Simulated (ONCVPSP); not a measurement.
## Which setting gave this result? (H (Z = 1), ONCV)

Base potential:

ONCVPSP 4.0.1 input, shortened (lines: element, Z, core and valence counts, functional; n l f; lmax; l rc ep ncon nbas qcut; lloc lpopt rc5 dvloc0; l nproj debl; icmod fcfact rcfact), PBE, scalar-relativistic:

```
  H 1.00    0    1        4      upf
    1    0    1.00
    0
    0    0.75    0.00    3    8    8.60
    4    3    0.70    6.00
    0    2    0.80
    0    0.00    0.00
```

Cutoffs, loose and tight: the cutoffs (Ha) at which the residual kinetic energy of the hardest occupied pseudo-wave falls to 1 and 0.1 mHa per electron. They do not see the model core or the augmentation charge, which bear on the density cutoff. Test errors are all-electron minus pseudo excitation energies from the reference, over the configurations 1s0.5; variants that change the core or the reference have their own tests.

Only the s radius is moved:

```
s radius (bohr)  cutoff, loose  cutoff, tight  bound ghosts
           0.54          30 Ha         114 Ha          none
            0.6          27 Ha          79 Ha          none
           0.66          25 Ha          43 Ha          none
           0.74          23 Ha          35 Ha          none
           0.82          21 Ha          32 Ha          none
           0.86          20 Ha          30 Ha          none
           1.02          18 Ha          26 Ha          none
            1.1          17 Ha          25 Ha          none
```

Q: One more run gave cutoff, loose: 19 Ha; cutoff, tight: 28 Ha; bound ghosts: none. Which value of the s radius was used?

A: 0.96 bohr. The loose cutoff moves one way along this sweep, from 30 Ha at 0.54 to 17 Ha at 1.1 bohr, which places the run between 0.86 and 1.02 bohr.
